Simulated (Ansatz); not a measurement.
Ansatz results at the PBE0-D4/def2-TZVP geometry: HOMO–LUMO gap (B3LYP/def2-TZVPP) 6.60 eV; LUMO energy (ωB97M-V/def2-TZVPP) 0.98 eV; HOMO energy (B3LYP/def2-TZVPP) -7.47 eV.

Each molecule was computed in one conformer, which needn't be the lowest.

Task: Which molecule gave them?
A. `N[CH]1[O][Al]1[BH]O`
B. `O[SiH2][Al]([OH])[OH]`
C. `O[SiH](O)[O][AlH2]`
D. `[AlH]1[SiH2][AsH]1`

Result: B. The others give `N[CH]1[O][Al]1[BH]O`: 3.62, 0.09, -5.58; `[AlH]1[SiH2][AsH]1`: 3.85, -0.23, -5.90; `O[SiH](O)[O][AlH2]`: 6.76, 0.38, -8.19.

B3LYP here is the variant with VWN-RPA as its local correlation; programs differ in this.
